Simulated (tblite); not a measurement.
C₆H₁₃BNP.
Bonds: C1–P2, P2–C3, P2–B4, B4–C5, C5–N6 (triple), P2–C7, C7–C8, C8–C9, C7–C9. Hydrogens: H10, H11, H12 on C1; H13, H14, H15 on C3; H16, H17 on B4; H18 on C7; H19, H20 on C8; H21, H22 on C9.
Bond orders are those of one Lewis drawing.

Computed with GFN2-xTB (tblite), gas phase: L-BFGS steps from a force-field or distance-geometry start until the largest atomic force falls under 0.01 eV/Å.

Step 36: E = -709.9696 eV
```
atom  x, y, z in Å  |  force x, y, z in eV/Å
C1     -0.9562   -0.6997    1.3608   -0.026   0.014   0.014
P2     -0.5188    0.0644   -0.2449    0.028   0.018   0.034
C3     -0.6141   -1.3497   -1.4112    0.006   0.021   0.017
B4     -1.6319    1.5579   -0.7534   -0.065   0.072  -0.049
C5     -2.1650    2.1740    0.5636    0.035  -0.025  -0.017
N6     -2.5951    2.6352    1.5246    0.039  -0.026   0.031
C7      1.2640    0.4642   -0.1259    0.007  -0.014  -0.010
C8      2.1367   -0.0255    0.9957    0.010  -0.021  -0.013
C9      2.3569   -0.5355   -0.3884    0.019  -0.001   0.014
H10    -0.5188   -1.6879    1.4904    0.019  -0.007  -0.018
H11    -0.6338   -0.0379    2.1623    0.002   0.035   0.017
H12    -2.0402   -0.7723    1.4124   -0.060  -0.042  -0.034
H13    -1.6662   -1.5700   -1.5824   -0.008  -0.014   0.008
H14    -0.1187   -2.2354   -1.0181    0.000  -0.002  -0.012
H15    -0.1615   -1.0612   -2.3576    0.005   0.005  -0.008
H16    -0.9555    2.3305   -1.3599    0.023  -0.021  -0.024
H17    -2.5259    1.0994   -1.3994   -0.025  -0.016   0.010
H18     1.4556    1.4745   -0.4739   -0.021   0.000   0.023
H19     1.7130   -0.7124    1.7121    0.025   0.042   0.041
H20     2.8498    0.6652    1.4216   -0.012  -0.029  -0.010
H21     3.2274   -0.1980   -0.9319   -0.020  -0.016  -0.013
H22     2.0878   -1.5604   -0.5974    0.019   0.027  -0.001
```

Step 37: E = -709.9708 eV
```
atom  x, y, z in Å  |  force x, y, z in eV/Å
C1     -0.9567   -0.6985    1.3607   -0.026   0.000   0.018
P2     -0.5181    0.0642   -0.2452    0.033   0.033   0.024
C3     -0.6137   -1.3490   -1.4112   -0.005   0.000   0.003
B4     -1.6309    1.5554   -0.7559   -0.096   0.111  -0.035
C5     -2.1618    2.1731    0.5629    0.039  -0.032   0.000
N6     -2.5873    2.6308    1.5279    0.047  -0.033   0.000
C7      1.2644    0.4654   -0.1271    0.025  -0.008   0.007
C8      2.1357   -0.0261    0.9951    0.005   0.001   0.010
C9      2.3579   -0.5355   -0.3877   -0.007   0.008  -0.012
H10    -0.5155   -1.6856    1.4909    0.006   0.011  -0.013
H11    -0.6380   -0.0342    2.1622   -0.006   0.022   0.004
H12    -2.0413   -0.7748    1.4091   -0.037  -0.040  -0.030
H13    -1.6658   -1.5706   -1.5804   -0.015  -0.009   0.007
H14    -0.1189   -2.2356   -1.0205    0.012  -0.009  -0.001
H15    -0.1636   -1.0621   -2.3592    0.008   0.014  -0.005
H16    -0.9551    2.3309   -1.3617    0.006  -0.046  -0.024
H17    -2.5300    1.0974   -1.3975    0.007  -0.008   0.013
H18     1.4552    1.4784   -0.4691   -0.020  -0.023   0.011
H19     1.7100   -0.7089    1.7137    0.023   0.020   0.039
H20     2.8485    0.6642    1.4210    0.001  -0.016  -0.004
H21     3.2296   -0.2007   -0.9309   -0.022  -0.009  -0.006
H22     2.0852   -1.5588   -0.5982    0.020   0.014  -0.003
```

Step 38: E = -709.9721 eV
```
atom  x, y, z in Å  |  force x, y, z in eV/Å
C1     -0.9577   -0.6968    1.3607   -0.023  -0.010   0.014
P2     -0.5173    0.0648   -0.2455    0.016   0.038   0.002
C3     -0.6135   -1.3483   -1.4111   -0.014  -0.020  -0.013
B4     -1.6319    1.5552   -0.7595   -0.091   0.110  -0.013
C5     -2.1574    2.1718    0.5622    0.031  -0.024   0.025
N6     -2.5773    2.6249    1.5321    0.054  -0.039  -0.024
C7      1.2652    0.4660   -0.1285    0.032   0.002   0.026
C8      2.1344   -0.0272    0.9946    0.001   0.022   0.033
C9      2.3593   -0.5354   -0.3869   -0.032   0.012  -0.032
H10    -0.5110   -1.6823    1.4915   -0.009   0.034  -0.006
H11    -0.6430   -0.0292    2.1620   -0.019   0.002  -0.010
H12    -2.0429   -0.7788    1.4050   -0.004  -0.035  -0.025
H13    -1.6656   -1.5721   -1.5782   -0.018   0.001   0.008
H14    -0.1187   -2.2359   -1.0231    0.023  -0.011   0.011
H15    -0.1662   -1.0631   -2.3611    0.007   0.023   0.002
H16    -0.9553    2.3311   -1.3646   -0.010  -0.058  -0.030
H17    -2.5352    1.0958   -1.3950    0.029   0.000   0.009
H18     1.4545    1.4818   -0.4636   -0.013  -0.036  -0.006
H19     1.7067   -0.7051    1.7160    0.019  -0.008   0.033
H20     2.8462    0.6630    1.4207    0.022   0.004   0.004
H21     3.2328   -0.2041   -0.9291   -0.020   0.005  -0.003
H22     2.0835   -1.5568   -0.5994    0.016  -0.010  -0.006
```

Step 39: E = -709.9733 eV
```
atom  x, y, z in Å  |  force x, y, z in eV/Å
C1     -0.9586   -0.6951    1.3607   -0.016  -0.010   0.000
P2     -0.5164    0.0662   -0.2461   -0.015   0.028  -0.022
C3     -0.6136   -1.3480   -1.4111   -0.017  -0.030  -0.021
B4     -1.6347    1.5572   -0.7633   -0.051   0.065   0.006
C5     -2.1522    2.1701    0.5619    0.018  -0.007   0.044
N6     -2.5662    2.6185    1.5365    0.054  -0.036  -0.022
C7      1.2663    0.4664   -0.1296    0.018   0.010   0.040
C8      2.1329   -0.0282    0.9947    0.002   0.031   0.044
C9      2.3604   -0.5352   -0.3866   -0.043   0.009  -0.028
H10    -0.5060   -1.6783    1.4924   -0.019   0.046  -0.001
H11    -0.6483   -0.0237    2.1613   -0.032  -0.014  -0.019
H12    -2.0442   -0.7835    1.4007    0.022  -0.028  -0.019
H13    -1.6657   -1.5742   -1.5762   -0.015   0.011   0.011
H14    -0.1178   -2.2362   -1.0254    0.028  -0.005   0.019
H15    -0.1689   -1.0639   -2.3630    0.005   0.028   0.012
H16    -0.9563    2.3307   -1.3685   -0.019  -0.051  -0.043
H17    -2.5404    1.0947   -1.3923    0.033   0.005  -0.004
H18     1.4537    1.4842   -0.4586   -0.001  -0.033  -0.024
H19     1.7034   -0.7018    1.7186    0.017  -0.030   0.024
H20     2.8435    0.6621    1.4210    0.042   0.019   0.011
H21     3.2363   -0.2075   -0.9267   -0.019   0.021  -0.002
H22     2.0825   -1.5551   -0.6011    0.010  -0.030  -0.006
```

Q: Estimate the geometry and energy of step 40. (The exact step hangs on the optimiser's Hessian estimate; all steps are aligned on step 39, rigid shifts and turns removed.)

A: E = -709.9743 eV, largest force 0.067 eV/Å
```
atom  x, y, z in Å  |  force x, y, z in eV/Å
C1     -0.9594   -0.6935    1.3602   -0.009   0.001  -0.020
P2     -0.5160    0.0678   -0.2472   -0.040   0.010  -0.035
C3     -0.6139   -1.3485   -1.4115   -0.013  -0.024  -0.016
B4     -1.6380    1.5602   -0.7664    0.001   0.004   0.015
C5     -2.1471    2.1683    0.5621    0.006   0.011   0.047
N6     -2.5558    2.6127    1.5406    0.045  -0.025   0.005
C7      1.2674    0.4669   -0.1298   -0.010   0.012   0.044
C8      2.1314   -0.0287    0.9955    0.008   0.024   0.037
C9      2.3607   -0.5348   -0.3866   -0.037   0.001  -0.005
H10    -0.5018   -1.6740    1.4934   -0.019   0.042   0.003
H11    -0.6534   -0.0190    2.1600   -0.040  -0.020  -0.020
H12    -2.0447   -0.7880    1.3966    0.028  -0.022  -0.015
H13    -1.6663   -1.5760   -1.5742   -0.010   0.015   0.011
H14    -0.1165   -2.2367   -1.0272    0.025   0.006   0.021
H15    -0.1713   -1.0642   -2.3646    0.001   0.027   0.017
H16    -0.9578    2.3295   -1.3727   -0.022  -0.032  -0.055
H17    -2.5442    1.0940   -1.3899    0.022   0.006  -0.017
H18     1.4531    1.4856   -0.4553    0.011  -0.020  -0.036
H19     1.7005   -0.6999    1.7210    0.020  -0.037   0.010
H20     2.8417    0.6617    1.4220    0.050   0.023   0.013
H21     3.2392   -0.2100   -0.9242   -0.025   0.033   0.000
H22     2.0818   -1.5540   -0.6029    0.005  -0.034  -0.002
```

The energy changes by -0.0010 eV. The first-order estimate −F·Δx gives -0.0014 eV and the mean of the old and new forces, exact on a quadratic surface, -0.0010 eV. The step makes an angle of 73° with the force vector and moves no atom by more than 0.013 Å.

The cost below is that of the whole relaxation. Hardware: AMD EPYC 7R13, one thread, shared host with 96 logical CPUs at a one-minute load of 15. Cost: 2.1 s.
